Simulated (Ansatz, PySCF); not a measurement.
F2H4SSi2, SMILES F[SiH](F)S[SiH3]. Atoms are numbered in the order given.

```xyz
9

Si     1.9869     0.2258    -0.1004
S      0.2052     0.2530    -1.3529
Si    -1.2451    -0.0954     0.1448
F     -0.5492    -0.9189     1.3577
F     -1.7735     1.2820     0.8060
H      1.7918     1.0827     1.0944
H      2.3228    -1.1601     0.3045
H      3.0519     0.7801    -0.9705
H     -2.4023    -0.8370    -0.3757
```

Geometry: TPSSh-D3(BJ)/def2-SVP. The structure was generated by enumeration, and PubChem lists no compound with its InChIKey, so it may never have been made. The values are those of a single conformer.

Two levels are set side by side: PBE-D3(BJ)/def2-SVP (Ansatz, an electronic-structure program) and TPSSh-D3(BJ)/def2-SVP (PySCF). Each level has its own optimised geometry; the coordinates shown are those of the second. Frequencies come from the Hessian of PySCF at each geometry. Differences are taken from unrounded values.

```tsv
quantity	TPSSh-D3(BJ)
mean bond length (Å)	1.681
bond Si1–S2 (Å)	2.178
bond S2–Si3 (Å)	2.114
bond Si3–F4 (Å)	1.623
bond Si3–F5 (Å)	1.617
bond Si1–H6 (Å)	1.483
bond Si1–H7 (Å)	1.482
bond Si1–H8 (Å)	1.483
bond Si3–H9 (Å)	1.470
highest harmonic wavenumber (cm⁻¹)	2359
mean harmonic wavenumber (cm⁻¹)	902
zero-point energy (kcal/mol)	27.09
```

Task: What does PBE-D3(BJ) give, and how far is it from TPSSh-D3(BJ)? (Estimate from the structure and the level; the computed values follow.)

Result: 
```tsv
quantity	PBE-D3(BJ)	PBE-D3(BJ) minus TPSSh-D3(BJ)
mean bond length (Å)	1.694	0.013
bond Si1–S2 (Å)	2.186	0.008
bond S2–Si3 (Å)	2.124	0.011
bond Si3–F4 (Å)	1.634	0.011
bond Si3–F5 (Å)	1.627	0.011
bond Si1–H6 (Å)	1.500	0.016
bond Si1–H7 (Å)	1.499	0.016
bond Si1–H8 (Å)	1.499	0.017
bond Si3–H9 (Å)	1.487	0.017
highest harmonic wavenumber (cm⁻¹)	2254	-105
mean harmonic wavenumber (cm⁻¹)	866	-36
zero-point energy (kcal/mol)	26.01	-1.09
```

Exact exchange shortens and stiffens bonds; PBE has none. Differences between two approximate levels are no errors against the true value.
